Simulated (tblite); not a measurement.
Input of a run (GFN2-xTB geometry optimisation, gas phase (tblite 0.8.0)), started from a force field or distance geometry:
```
{"job": {"kind": "relax", "xc": "GFN2-xTB", "basis": "xTB"}, "charge": 0, "multiplicity": 1}
C      2.539900    -0.455700    -0.309500
C      2.027600     0.186700     0.923500
N      0.787900     0.053000     1.303700
N      0.045700    -0.723800     0.363300
C     -1.066700    -0.133200     0.023500
C     -1.445600     1.202100     0.557900
C     -2.006800    -0.746900    -0.950300
F     -2.094100     0.132400    -2.010400
F     -1.500100    -1.980600    -1.297000
F     -3.265100    -0.957400    -0.360400
H      3.130000    -1.332600    -0.048900
H      1.703700    -0.775200    -0.970000
H      3.140500     0.289800    -0.882100
H      2.698800     0.760900     1.557500
H     -1.359200     1.160000     1.662900
H     -2.521800     1.359400     0.332600
H     -0.821700     1.973100     0.093800
```

Output (eV, eV/Å):
```
step      E/eV     max force
  0    -931.86171    2.764
  1    -932.18866    2.078
  2    -932.37717    1.021
  3    -932.45092    0.497
  4    -932.48221    0.405
  5    -932.51011    0.613
  6    -932.53416    0.457
  7    -932.55052    0.402
  8    -932.56295    0.248
  9    -932.57533    0.337
 10    -932.58766    0.340
 11    -932.60060    0.263
 12    -932.61411    0.280
 13    -932.62999    0.321
 14    -932.64763    0.359
 15    -932.66526    0.370
 16    -932.68173    0.311
 17    -932.69678    0.306
 18    -932.70934    0.245
 19    -932.71929    0.274
 20    -932.72902    0.259
 21    -932.74075    0.318
 22    -932.75387    0.333
 23    -932.76695    0.267
 24    -932.78069    0.321
 25    -932.79665    0.365
 26    -932.81314    0.365
 27    -932.82615    0.296
 28    -932.82876    0.337
 29    -932.83980    0.340
 30    -932.84537    0.280
 31    -932.86196    0.181
 32    -932.86785    0.187
 33    -932.87305    0.175
 34    -932.87674    0.138
 35    -932.88027    0.108
 36    -932.88251    0.114
 37    -932.88444    0.097
 38    -932.88640    0.099
 39    -932.88887    0.136
 40    -932.89131    0.132
 41    -932.89320    0.115
 42    -932.89480    0.116
 43    -932.89697    0.114
 44    -932.90070    0.145
 45    -932.90608    0.177
 46    -932.91137    0.167
 47    -932.91540    0.160
 48    -932.91887    0.141
 49    -932.92259    0.161
 50    -932.92700    0.156
 51    -932.93092    0.169
 52    -932.93458    0.146
 53    -932.93754    0.129
 54    -932.93972    0.093
 55    -932.94072    0.068
 56    -932.94149    0.054
 57    -932.94193    0.048
 58    -932.94236    0.044
 59    -932.94277    0.048
 60    -932.94313    0.046
 61    -932.94340    0.030
 62    -932.94360    0.029
 63    -932.94373    0.020
 64    -932.94382    0.024
 65    -932.94390    0.025
 66    -932.94400    0.022
 67    -932.94413    0.030
 68    -932.94427    0.028
 69    -932.94441    0.028
 70    -932.94453    0.024
 71    -932.94463    0.023
 72    -932.94474    0.031
 73    -932.94491    0.036
 74    -932.94518    0.037
 75    -932.94561    0.055
 76    -932.94615    0.055
 77    -932.94668    0.059
 78    -932.94714    0.059
 79    -932.94756    0.046
 80    -932.94787    0.041
 81    -932.94814    0.036
 82    -932.94838    0.045
 83    -932.94864    0.037
 84    -932.94892    0.041
 85    -932.94915    0.036
 86    -932.94934    0.044
 87    -932.94952    0.045
 88    -932.94976    0.057
 89    -932.95018    0.082
 90    -932.95076    0.088
 91    -932.95122    0.052
 92    -932.95139    0.032
 93    -932.95152    0.024
 94    -932.95164    0.030
 95    -932.95181    0.030
 96    -932.95196    0.026
 97    -932.95209    0.024
 98    -932.95220    0.025
 99    -932.95232    0.027
100    -932.95245    0.028
101    -932.95260    0.031
102    -932.95277    0.034
103    -932.95308    0.045
104    -932.95351    0.053
105    -932.95407    0.077
106    -932.95469    0.071
107    -932.95527    0.108
108    -932.95586    0.142
109    -932.95701    0.053
110    -932.95779    0.052
111    -932.95827    0.043
112    -932.95854    0.051
113    -932.95890    0.054
114    -932.95923    0.056
115    -932.95947    0.062
116    -932.95962    0.028
117    -932.95977    0.042
118    -932.95996    0.037
119    -932.96021    0.047
120    -932.96041    0.023
121    -932.96053    0.071
122    -932.96070    0.036
123    -932.96082    0.026
124    -932.96093    0.027
125    -932.96105    0.020
126    -932.96113    0.014
127    -932.96117    0.011
128    -932.96120    0.009
```

Q: Summarise the run.

A: The energy falls by 106.1 kJ/mol over 128 L-BFGS steps, the largest force on an atom goes from 2.76 to 0.009 eV/Å, and the atoms move by 0.709 Å rms after alignment. The bond that changes most is N3–N4 (both ends C=N nitrogen), which shortens by 0.154 Å. Bonds longer at the end by more than 0.005 Å: 3 of 16; shorter: 12. Among the angles that change most is C2–N3–N4, from 111.0° to 132.4°. Among the dihedrals that turn most is N4–C5–C6–H15, from -51° to -2°. The energy never rose by more than 1e-5 eV on the way. The first step brought 30 % of the lowering.

Q: What are the final bond lengths?

A: C1–C2 1.494 Å, C2=N3 1.260 Å, N3–N4 1.274 Å, N4=C5 1.269 Å, C5–C6 1.499 Å, C5–C7 1.506 Å, C7–F8 1.350 Å, C7–F9 1.333 Å, C7–F10 1.347 Å, C1–H11 1.089 Å, C1–H12 1.088 Å, C1–H13 1.089 Å, C2–H14 1.081 Å, C6–H15 1.087 Å, C6–H16 1.090 Å, C6–H17 1.090 Å. Numbering counts from 1 in the input's order; the species is `C/C=N\N=C(/C)C(F)(F)F`.

The run took 0.87 s of wall time on one thread of an Arm Neoverse V1, shared host with 64 logical CPUs at a one-minute load of 15.

Its GFN2-xTB frequencies are all real (lowest 26 cm⁻¹). The numbers are those of one conformer. 3 starts were optimised and ended at 0.00, 0.57 and 11.12 kcal/mol (GFN2-xTB); the lowest of these is shown.

These are computed values.
